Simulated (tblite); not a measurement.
Species: C6H12N2O.
SMILES with atom numbers: `[CH3:1][CH2:2][N:3]1[CH2:4][C@@H:5]([O:6][CH3:7])[CH:8]=[N:9]1` (hydrogens: H10, H11, H12 on C1; H13, H14 on C2; H15, H16 on C4; H17 on C5; H18, H19, H20 on C7; H21 on C8)

Computed with GFN2-xTB (tblite), gas phase: L-BFGS steps from a force-field or distance-geometry start until the largest atomic force falls under 0.01 eV/Å.

Step 34: E = -784.9543 eV
```
atom  x, y, z in Å  |  force x, y, z in eV/Å
C1     -2.8142    0.4202    0.8967    0.011  -0.022  -0.012
C2     -2.3228   -0.9020    0.3018    0.041   0.017  -0.020
N3     -0.9090   -0.9495    0.0401    0.023  -0.004  -0.001
C4     -0.2711   -0.1398   -0.9958   -0.012   0.000   0.003
C5      1.2192   -0.1891   -0.6157    0.010  -0.003   0.026
O6      1.7774    1.1120   -0.6679   -0.013   0.004   0.003
C7      3.1818    1.1541   -0.6249   -0.030  -0.011  -0.008
C8      1.1118   -0.8033    0.7712   -0.021  -0.007  -0.002
N9     -0.0739   -1.1665    1.0624    0.001  -0.012   0.025
H10    -3.8823    0.3567    1.0863    0.008   0.011   0.039
H11    -2.2960    0.6201    1.8316   -0.016   0.006  -0.017
H12    -2.6384    1.2478    0.2126    0.018  -0.024   0.009
H13    -2.5271   -1.7183    1.0007   -0.020   0.053  -0.033
H14    -2.8421   -1.1029   -0.6412    0.020  -0.006   0.026
H15    -0.4830   -0.5571   -1.9801    0.012  -0.017  -0.020
H16    -0.6104    0.9012   -0.9619    0.012   0.030  -0.008
H17     1.7873   -0.8571   -1.2868    0.041   0.023   0.010
H18     3.6232    0.5795   -1.4509   -0.033  -0.025   0.040
H19     3.5776    0.7741    0.3246   -0.033  -0.001  -0.038
H20     3.4605    2.2018   -0.7357   -0.043  -0.030   0.026
H21     1.9227   -0.9651    1.4533    0.024   0.018  -0.046
```

Step 35: E = -784.9550 eV
```
atom  x, y, z in Å  |  force x, y, z in eV/Å
C1     -2.8096    0.4210    0.8961    0.003  -0.015  -0.017
C2     -2.3212   -0.9024    0.3004    0.010   0.026  -0.002
N3     -0.9078   -0.9538    0.0398    0.001   0.008  -0.012
C4     -0.2718   -0.1416   -0.9951    0.000   0.006  -0.008
C5      1.2188   -0.1885   -0.6141   -0.015  -0.015  -0.005
O6      1.7750    1.1136   -0.6667   -0.035  -0.021   0.015
C7      3.1789    1.1555   -0.6238   -0.037  -0.012  -0.005
C8      1.1114   -0.8058    0.7715   -0.008   0.015   0.001
N9     -0.0737   -1.1706    1.0634    0.010   0.000  -0.010
H10    -3.8780    0.3607    1.0876    0.024   0.002   0.042
H11    -2.2885    0.6221    1.8297   -0.024   0.001  -0.031
H12    -2.6352    1.2470    0.2097    0.025  -0.019   0.014
H13    -2.5284   -1.7177    0.9989   -0.023   0.040  -0.027
H14    -2.8419   -1.1004   -0.6426    0.030  -0.009   0.029
H15    -0.4837   -0.5591   -1.9803    0.022  -0.005   0.006
H16    -0.6116    0.8998   -0.9614    0.009   0.008  -0.004
H17     1.7857   -0.8556   -1.2877    0.049   0.029   0.024
H18     3.6182    0.5782   -1.4481   -0.015  -0.027   0.024
H19     3.5741    0.7769    0.3259   -0.023  -0.007  -0.021
H20     3.4577    2.2024   -0.7359   -0.034  -0.014   0.020
H21     1.9228   -0.9649    1.4530    0.033   0.011  -0.034
```

Step 36: E = -784.9557 eV
```
atom  x, y, z in Å  |  force x, y, z in eV/Å
C1     -2.8047    0.4218    0.8953   -0.005  -0.001  -0.015
C2     -2.3195   -0.9024    0.2989   -0.019   0.026   0.014
N3     -0.9069   -0.9584    0.0386   -0.018   0.018  -0.017
C4     -0.2724   -0.1434   -0.9949    0.013   0.008  -0.016
C5      1.2181   -0.1885   -0.6125   -0.033  -0.020  -0.031
O6      1.7719    1.1145   -0.6651   -0.050  -0.033   0.024
C7      3.1752    1.1568   -0.6228   -0.040  -0.012   0.001
C8      1.1105   -0.8082    0.7719    0.008   0.029   0.001
N9     -0.0738   -1.1749    1.0636    0.015   0.011  -0.038
H10    -3.8729    0.3650    1.0901    0.033  -0.007   0.038
H11    -2.2810    0.6241    1.8272   -0.021  -0.004  -0.031
H12    -2.6310    1.2461    0.2071    0.027  -0.006   0.011
H13    -2.5302   -1.7161    0.9971   -0.023   0.017  -0.011
H14    -2.8421   -1.0988   -0.6431    0.031  -0.009   0.017
H15    -0.4836   -0.5606   -1.9812    0.027   0.005   0.027
H16    -0.6123    0.8987   -0.9606    0.006  -0.015  -0.001
H17     1.7856   -0.8541   -1.2876    0.051   0.030   0.032
H18     3.6134    0.5767   -1.4449   -0.002  -0.028   0.004
H19     3.5704    0.7803    0.3269   -0.014  -0.015   0.004
H20     3.4535    2.2032   -0.7360   -0.025   0.002   0.009
H21     1.9230   -0.9648    1.4523    0.038   0.003  -0.021
```

**Question.** Estimate the geometry and energy of step 37. (The exact step hangs on the optimiser's Hessian estimate; all steps are aligned on step 36, rigid shifts and turns removed.)

**Answer.** E = -784.9566 eV, largest force 0.067 eV/Å
```
atom  x, y, z in Å  |  force x, y, z in eV/Å
C1     -2.7973    0.4232    0.8937   -0.010   0.019  -0.008
C2     -2.3181   -0.9022    0.2971   -0.043   0.016   0.026
N3     -0.9064   -0.9652    0.0357   -0.030   0.027  -0.013
C4     -0.2732   -0.1461   -0.9950    0.022   0.005  -0.020
C5      1.2166   -0.1894   -0.6108   -0.037  -0.016  -0.047
O6      1.7667    1.1148   -0.6625   -0.053  -0.029   0.028
C7      3.1695    1.1590   -0.6213   -0.036  -0.012   0.010
C8      1.1091   -0.8113    0.7723    0.023   0.035  -0.002
N9     -0.0745   -1.1813    1.0625    0.016   0.021  -0.053
H10    -3.8647    0.3715    1.0948    0.030  -0.016   0.028
H11    -2.2697    0.6268    1.8227   -0.008  -0.008  -0.020
H12    -2.6238    1.2449    0.2033    0.024   0.014   0.000
H13    -2.5331   -1.7137    0.9950   -0.021  -0.013   0.013
H14    -2.8430   -1.0974   -0.6431    0.026  -0.008  -0.007
H15    -0.4826   -0.5618   -1.9825    0.027   0.011   0.033
H16    -0.6134    0.8964   -0.9588    0.004  -0.035   0.000
H17     1.7866   -0.8520   -1.2865    0.049   0.022   0.033
H18     3.6074    0.5749   -1.4401    0.006  -0.022  -0.014
H19     3.5654    0.7860    0.3287   -0.007  -0.023   0.029
H20     3.4467    2.2049   -0.7366   -0.018   0.012  -0.003
H21     1.9229   -0.9652    1.4516    0.035  -0.003  -0.012
```

The energy changes by -0.0009 eV. The first-order estimate −F·Δx gives -0.0012 eV and the mean of the old and new forces, exact on a quadratic surface, -0.0009 eV. The step makes an angle of 77° with the force vector and moves no atom by more than 0.012 Å.
